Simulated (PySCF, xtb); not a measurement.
C2H6GeO2, SMILES [Ge@@H]([OH])([CH3])[CH]=O. The values are those of a single conformer.

Harmonic wavenumbers (cm⁻¹) from GFN2-xTB (xtb) at its own minimum, in rising order: 64, 99, 120, 131, 165, 236, 332, 506, 560, 566, 580, 647, 751, 787, 807, 831, 1306, 1326, 1444, 1447, 1736, 1819, 2744, 3016, 3024, 3031, 3619.

Task: What does PBE0-D3(BJ)/def2-SVP (PySCF) give at its own minimum? (Estimate from the structure and the level; the computed values follow.)

Result: 83, 109, 159, 180, 210, 357, 437, 579, 616, 621, 703, 731, 792, 857, 884, 1008, 1255, 1373, 1426, 1432, 1813, 2137, 2876, 3069, 3180, 3188, 3792. Paired by order, the mean absolute difference is 87 cm⁻¹ and the zero-point energies are 45.3 and 48.4 kcal/mol.
